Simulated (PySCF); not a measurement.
# Splitting trees

Atom-mapped SMILES (the numbers label the heavy atoms): `[CH3:1][CH2:2][c:3]1[cH:4][cH:5][cH:6][cH:7][cH:8]1` (H(Xn): hydrogen on atom n).

[PySCF 2.14.0 with density-fitted response routines: shieldings: GIAO PBE0/pcSseg-1; geometry: PBE0-D3(BJ)/def2-SVP; spin–spin couplings from B3LYP/pcJ-1 (without the spin–dipole term); non-relativistic Hamiltonian; one computed conformer; fast rotation and ring inversion assumed for equivalent nuclei; gas phase]

Scale: 1H (σ = 31.27 ppm), 13C (σ = 184.41 ppm) against TMS (reference shieldings calculated alike).

Spectrometer: 500 MHz for 1H. First-order analysis; couplings under 1 Hz (under 4 Hz in carbon signals) are ignored, and nearly equal couplings are merged; the smaller ones broaden or split the lines further.

Q: What pattern does H(C2) show (1H)?

A: A quartet at δ 2.47: 8.6 Hz to H(C1) (3 × 1H, 3 bonds away). Lines in Hz from the centre (relative intensity): +12.9 (1), +4.3 (3), -4.3 (3), -12.9 (1). The outer lines are 25.8 Hz apart, the sum of the couplings kept, or 0.052 ppm at this field.

Q: What pattern does H(C1) show (1H)?

A: A triplet at δ 1.14: 8.6 Hz to H(C2) (2 × 1H, 3 bonds away). Lines in Hz from the centre (relative intensity): +8.6 (1), +0.0 (2), -8.6 (1). The outer lines are 17.2 Hz apart, the sum of the couplings kept, or 0.034 ppm at this field.

Q: What pattern does H(C6) show (1H)?

A: A triplet at δ 7.30: 8.3 Hz to H(C5)/H(C7) (2 × 1H, 3 bonds away). Lines in Hz from the centre (relative intensity): +8.3 (1), +0.0 (2), -8.3 (1). The outer lines are 16.6 Hz apart, the sum of the couplings kept, or 0.033 ppm at this field.

Q: What pattern does C3 show in the proton-coupled 13C spectrum?

A: A triplet of sextets at δ 150.5: 7.7 Hz to H(C5)/H(C7) (2 × 1H, 3 bonds away), 5.1 Hz to H(C1) and H(C2) (5 × 1H, 2 or 3 bonds away). Lines in Hz from the centre (relative intensity): +20.4 (1), +15.3 (5), +12.8 (2), +10.2 (10), +7.7 (10), +5.2 (10), +5.0 (1), +2.5 (20), +0.1 (5), -0.1 (5), -2.5 (20), -5.0 (1), -5.2 (10), -7.7 (10), -10.2 (10), -12.8 (2), -15.3 (5), -20.4 (1). The outer lines are 40.9 Hz apart, the sum of the couplings kept, or 0.325 ppm at this field.

Unscaled 3J(H,H) at this level run about 9 % above measured values.
